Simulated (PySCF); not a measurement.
1,2,4-triazole (C2H3N3), SMILES [nH]1cncn1.

Coordinates come from a TPSSh-D3(BJ)/def2-SVP optimisation.

Two levels are set side by side: PBE/def2-TZVP (PySCF) and r2SCAN/def2-TZVP (PySCF). Same geometry, gas phase. Differences are taken from unrounded values.

```tsv
quantity	r2SCAN	PBE	PBE minus r2SCAN
orbital gap (eV)	6.05	5.50	-0.55
highest occupied level (eV)	-6.92	-6.56	0.36
lowest empty level (eV)	-0.88	-1.06	-0.19
dipole moment (D)	2.88	2.84	-0.04
mean polarisability (bohr³)	40.2	40.9	0.7
```

Rough cost on one machine, each run with all the roots and properties that it gave: r2SCAN against PBE about 4 times.
